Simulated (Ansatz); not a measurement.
The first iterations of a band of CH₃AsN (6 atoms, charge 0, multiplicity 2).

Level of theory: UKS PBE0/def2-SVP in Ansatz 0.2.0.

```
movable images  : 5
climbing image  : yes
spring          : 5.0 eV/Å²
optimiser       : quadratic models (default)
start path      : straight line
force threshold : 0.05 eV/Å
iteration limit : 60
end points      : relaxed
```

Initial state:

```xyz
6
Properties=species:S:1:pos:R:3
C -0.093 -0.107 -0.634
N -0.661 -0.961 0.324
As -0.365 0.814 1.075
H -0.765 0.242 -1.435
H 0.910 -0.372 -1.002
H 0.975 0.384 1.672
```

Final state:

```xyz
6
Properties=species:S:1:pos:R:3
C -0.263 0.435 -0.659
N -0.211 -0.870 -0.248
As -0.366 0.323 1.272
H -0.935 0.839 -1.426
H 0.652 -1.401 -0.382
H 1.123 0.674 1.442
```

| iteration | highest image above the first end (eV) | largest band force component (eV/Å) |
| --- | --- | --- |
| 1 | 3.022 | 6.521 |
| 2 | 2.093 | 2.753 |

Q: Does the band converge within its limit, and where does its top end?

A: The run converged. It ended after 7 iterations with the highest image 2.011 eV above the first end. Another band between the same ends (5 images) ends at a top of the same energy, where a vibrational analysis finds 1 clearly imaginary mode.

Run time: 85 s on 2 threads of Arm Neoverse V1, on a shared host, peak memory 0.2 GiB.
